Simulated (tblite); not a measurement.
Species: C₆H₁₃NOSi.
Bonds: C1–C2 (double), C2–Si3, Si3–N4, C2–C5, C5–O6 (double), C5–C7, C7–C8, C8–C9. Hydrogens: H10, H11 on C1; H12, H13 on Si3; H14, H15 on N4; H16, H17 on C7; H18, H19 on C8; H20, H21, H22 on C9.

A start from a force field or distance geometry was refined with GFN2-xTB geometry optimisation, gas phase (tblite). Values at the start:

| coordinate | start |
| --- | --- |
| C1=C2 | 1.346 Å |
| C1–H10 | 1.084 Å |
| C1–H11 | 1.087 Å |
| C2–Si3 | 1.838 Å |
| C2–C5 | 1.453 Å |
| Si3–N4 | 1.776 Å |
| Si3–H12 | 1.465 Å |
| N4–H14 | 1.043 Å |
| C5=O6 | 1.285 Å |
| C5–C7 | 1.484 Å |
| C7–C8 | 1.505 Å |
| C7–H16 | 1.105 Å |
| C8–C9 | 1.507 Å |
| C8–H18 | 1.105 Å |
| C9–H20 | 1.110 Å |
| C1–C2–Si3 | 120.4° |
| C1–C2–C5 | 121.7° |
| C2–Si3–N4 | 113.3° |
| C2–C5–O6 | 120.2° |
| C2–C5–C7 | 123.3° |
| Si3–C2–C5 | 117.9° |
| O6–C5–C7 | 116.5° |
| C7–C8–C9 | 109.5° |
| C1–C2–Si3–N4 | -124° |
| C1–C2–C5–O6 | 180° |
| C2–C5–C7–C8 | 180° |

Problem. How do these coordinates change at the GFN2-xTB level?

Solution. 
```tsv
coordinate	GFN2-xTB (Å or °)	change
C5=O6	1.216	-0.069
C2–Si3	1.899	+0.061
Si3–N4	1.722	-0.054
N4–H14	1.008	-0.035
C5–C7	1.512	+0.028
C9–H20	1.087	-0.023
C7–C8	1.526	+0.021
C2–C5	1.473	+0.020
C1=C2	1.329	-0.017
C8–C9	1.523	+0.016
C8–H18	1.092	-0.013
C7–H16	1.093	-0.012
C1–H11	1.080	-0.007
C1–H10	1.078	-0.006
Si3–H12	1.466	+0.001
C2–Si3–N4	105.7	-7.6
Si3–C2–C5	111.3	-6.6
O6–C5–C7	122.0	+5.5
C1–C2–Si3	124.8	+4.4
C2–C5–C7	119.5	-3.8
C1–C2–C5	124.0	+2.3
C7–C8–C9	111.7	+2.2
C2–C5–O6	118.6	-1.6
C1–C2–Si3–N4	-112	+12
C1–C2–C5–O6	175	-5
C2–C5–C7–C8	-179	+1
```

The energy falls by 63.7 kJ/mol over 98 L-BFGS steps, the largest force on an atom goes from 4.68 to 0.010 eV/Å, and the atoms move by 0.233 Å rms after alignment. The bond that changes most is C5=O6 (ketone carbonyl carbon to ketone oxygen), which shortens by 0.069 Å. Bonds longer at the end by more than 0.005 Å: 5 of 21; shorter: 14. Among the dihedrals that turn most is H13–Si3–N4–H15, from 156° to 66°. Rotational constants go from 2898, 648.5, 561.0 to 2939, 650.2, 567.5 MHz.

Hardware: one thread of an Arm Neoverse N1, no GPU, on a shared host. Cost: 1.5 s of wall time.

Its lowest GFN2-xTB frequency is 14i cm⁻¹, too small to tell a flat minimum from a shallow saddle. The numbers are those of one conformer. 3 starts were optimised and ended at 0.00, 0.24 and 0.71 kcal/mol (GFN2-xTB); the lowest of these is shown.

These are computed values.
